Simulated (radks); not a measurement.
The numbers below are computed, except where a source is named.
Question: These are the eigenvalues of the occupied orbitals of an atom or ion with whole-number occupations (eV). Level of theory: non-relativistic Kohn-Sham, SCAN, spin-polarised, spherical densities, point nucleus; meta-GGA in the generalised Kohn-Sham scheme (a radial shooting solver on a logarithmic mesh with Libxc functionals).

orbital  eigenvalue
1s up     -2410.921
1s down   -2410.534
2s up     -215.2525
2s down   -215.0355
2p up     -159.3645
2p down   -158.9323
3s up      -18.9139
3s down    -16.4180
3p up       -8.1478
3p down     -5.8862

Which element is it, and in what charge state? The configuration may be excited. Open shells, if any, are filled with parallel spins first.

Answer: Z = 16, sulfur, charge 0: S in [Ne] 3s2 3p4. The list shows which subshells hold electrons but not how many an open one holds; the 1s level, -88.6 hartree, gives Z - s = 13.3 by -(Z - s)^2/2, which with screening narrows Z to a few neighbours, and the depths of the outer levels then fix element, charge and occupations together.
